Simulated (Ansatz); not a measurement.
Consider the redistribution: `C[CH2][In]([OH])[SH]` + `NC[S][AlH2]` → `[NH2][In]([OH])[SH]` + `CCC[S][AlH2]`.

Calculated with Ansatz (gas phase, PBE0-D4/def2-TZVP geometries, no zero-point term in ΔE). CBS: MP2 limit from def2 TZ/QZ plus the TZ coupled-cluster correction, frozen cores. DFT in def2-TZVPP. Elements past krypton have def2 core potentials. For In outer-core shells are correlated without core-valence functions, which leaves a few kJ/mol of doubt a bond. One conformer a species, not always the lowest.

| level | ΔE (kcal/mol) | difference from CCSD(T)/CBS |
| --- | --- | --- |
| PBE-D4 | -13.7 | 2.9 |
| r2SCAN-D4 | -15.5 | 1.1 |
| PBE0-D4 | -14.7 | 1.9 |
| ωB97M-V | -15.7 | 0.9 |
| HF/def2-TZVPP | -17.6 | -1.0 |
| MP2/def2-TZVPP | -16.7 | -0.1 |
| HF/def2-QZVPP | -17.7 | -1.1 |
| MP2/def2-QZVPP | -16.9 | -0.3 |
| SCS-MP2/def2-QZVPP | -17.1 | -0.5 |
| CCSD/CBS(def2) | -16.8 | -0.2 |
| CCSD(T)/CBS | -16.6 | 0 |

Largest T1 diagnostic among the species: 0.015.

In def2-TZVPP, CCSD(T) changes the Hartree–Fock value by +1.3 kcal/mol (the triples alone add +0.1 kcal/mol) and MP2 by +0.9 kcal/mol. From PBE to PBE0 (25 % exact exchange), in def2-TZVPP and without D4, ΔE moves by −1.0 kcal/mol.
